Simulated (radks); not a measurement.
Values are calculated unless marked as measured or tabulated.
Task: All-electron atom: Se in [Ar] 3d9 4s2 4p4 4d1 (not the ground configuration). Code: a radial shooting solver on a logarithmic mesh with Libxc functionals. Model: Dirac Kohn-Sham, PBE, spin-unpolarised, spherical densities, point nucleus; open shells are shared between the two j in proportion to 2j + 1. Some entries of the table are withheld. Estimate them.

| orbital | occ. | eigenvalue (hartree) | r(max) (bohr) | <r> (bohr) |
|---|---|---|---|---|
| 1s1/2 | 2 | (1) | 0.02880 | 0.04408 |
| 2s1/2 | 2 | -59.85404 | 0.1646 | 0.1957 |
| 2p1/2 | 2 | -53.77347 | 0.1296 | 0.1685 |
| 2p3/2 | 4 | -52.23939 | 0.1327 | 0.1723 |
| 3s1/2 | 2 | -8.53113 | 0.5006 | 0.5692 |
| 3p1/2 | 2 | (2) | 0.4923 | 0.5757 |
| 3p3/2 | 4 | (3) | 0.5007 | 0.5858 |
| 3d3/2 | 3.6 | -2.63869 | (4) | 0.6060 |
| 3d5/2 | 5.4 | -2.60391 | (5) | 0.6099 |
| 4s1/2 | 2 | -0.92629 | 1.444 | 1.675 |
| 4p1/2 | 1.33333 | (6) | 1.645 | (7) |
| 4p3/2 | 2.66667 | (8) | 1.674 | (9) |
| 4d3/2 | 0.4 | -0.02321 | 6.563 | (10) |
| 4d5/2 | 0.6 | -0.02303 | 6.651 | (11) |

Result: 
(1) 1s1/2 eigenvalue (hartree): -460.1675
(2) 3p1/2 eigenvalue (hartree): -6.44815
(3) 3p3/2 eigenvalue (hartree): -6.22704
(4) 3d3/2 r(max) (bohr): 0.4454
(5) 3d5/2 r(max) (bohr): 0.4480
(6) 4p1/2 eigenvalue (hartree): -0.48740
(7) 4p1/2 <r> (bohr): 1.988
(8) 4p3/2 eigenvalue (hartree): -0.46849
(9) 4p3/2 <r> (bohr): 2.025
(10) 4d3/2 <r> (bohr): 7.760
(11) 4d5/2 <r> (bohr): 7.818
